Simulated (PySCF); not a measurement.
CH₃BiF₂O, SMILES C[O][Bi]([F])[F].

Geometry: B3LYP-D3(BJ)/def2-SVP. The def2 effective core potentials stand for the cores of Bi; spin–orbit coupling is left out. The values are those of a single conformer.

All values below come from PySCF with PBE/def2-TZVP.

The molecule is in vacuum.

total energy: -529.38060 hartree
point group: Cs
highest occupied level: -6.55 eV
lowest empty level: -2.33 eV
orbital gap: 4.22 eV
dipole moment: 3.29 D
quadrupole, principal values (traceless, Buckingham form, about the centre of nuclear charge): -5.96, -5.77, 11.73 D·Å
mean static polarisability: 57.1 bohr³ (8.46 Å³)
polarisability, principal values: 49.7, 50.8, 70.7 bohr³
